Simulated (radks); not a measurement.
Initial-state core-level shifts of neutral lead when its valence configuration changes from [Hg] 6p2. Method: scalar-relativistic Kohn-Sham, BLYP, spin-polarised, spherical densities, finite nucleus; open shells are filled with parallel spins first (spin-orbit coupling, left out, can overturn this in heavy ions); Fermi nuclear charge, rms radius 5.5012 fm; computed with a radial shooting solver on a logarithmic mesh with Libxc functionals. Shifts are changes of the shell-averaged eigenvalues in eV (positive: less bound); the change of the density at the nucleus, which sets a Mossbauer isomer shift, is in e/bohr^3, on a base of 2.957e+06.

valence,1s,3d,4s,5s,density at nucleus
[Xe] 4f14 5d10 6s1 6p3,-1.533,-1.516,-1.528,-1.525,-252.0
[Xe] 4f14 5d9 6s2 6p3,-5.763,-5.877,-5.774,-5.387,+83.0
[Xe] 4f13 5d10 6s2 6p3,-20.126,-23.614,-20.650,-10.019,+292.8
[Xe] 4f14 5d10 6p4,-3.574,-3.530,-3.547,-3.523,-514.6
[Xe] 4f14 5d8 6s2 6p4,-11.903,-12.135,-11.901,-11.026,+168.9
[Xe] 4f14 5d8 6s1 6p5,-13.596,-13.814,-13.584,-12.672,-133.1
[Xe] 4f12 5d10 6s2 6p4,-41.327,-48.461,-42.145,-20.452,+599.5
[Xe] 4f14 5d6 6s2 6p6,-24.243,-24.727,-24.155,-22.012,+343.9
[Xe] 4f13 5d10 6s1 6p4,-21.919,-25.389,-22.432,-11.780,+6.9
